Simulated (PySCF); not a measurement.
A geometry optimisation on `N#C[Si@@H](F)[GeH3]`.

Computed with PBE0-D3(BJ)/def2-SVP geometry optimisation, gas phase (PySCF 2.14.0). Start geometry: GFN2-xTB. The command runs a driver script over a list of jobs; the input below is this job's line of settings and its coordinates in Å.

Command:
```bash
OMP_NUM_THREADS=1 python probes_run.py task.json out
```

Input:
```
{"job": {"xc": "PBE0", "basis": "def2-SVP", "d3": "d3bj", "grid": 1, "shake": 0.01, "kind": "geom"}, "charge": 0, "multiplicity": 1}
N     -2.271670     2.116090    -0.251160
C     -1.770790     1.134350    -0.093630
Si    -0.856140    -0.458880     0.191270
F     -1.307170    -1.442880    -0.968340
Ge     1.454460    -0.146420    -0.059440
H     -1.350690    -1.036490     1.429520
H      1.915770     1.245110     0.278390
H      1.985050    -0.407870    -1.431270
H      2.258990    -1.020160     0.870930
```

Output:
```
step   0  E = -2560.54048697  max force = 0.116136
step   1  E = -2560.55119924  max force = 0.016555
step   2  E = -2560.55173915  max force = 0.003879
step   3  E = -2560.55178827  max force = 0.000511
step   4  E = -2560.55180999  max force = 0.001367
step   5  E = -2560.55191005  max force = 0.004447
step   6  E = -2560.55203978  max force = 0.007743
step   7  E = -2560.55218653  max force = 0.006355
step   8  E = -2560.55254420  max force = 0.002554
step   9  E = -2560.55257586  max force = 0.001676
step  10  E = -2560.55260260  max force = 0.000507
step  11  E = -2560.55260789  max force = 0.000353
optimisation converged
```

Energies in Eh; «max force» is the largest Cartesian gradient component in Eh/bohr.

Problem. Give the first gradient maximum in eV/Å.

Solution. With 1 Eh/bohr = 51.422 eV/Å, 5.972 eV/Å.

Problem. How much energy does the optimisation release, in kJ/mol?

Solution. E(step 0) − E(last step) = 0.012121 Eh, which is 31.8 kJ/mol.

Main results: final energy -2560.55261 Eh after 11 steps; dipole 3.36 D.

On Arm Neoverse V1, one thread (shared host), this took 58 s and 0.47 GiB of memory at its peak.
Labels such as C1 count atoms from 1, the log's own numbers from 0.
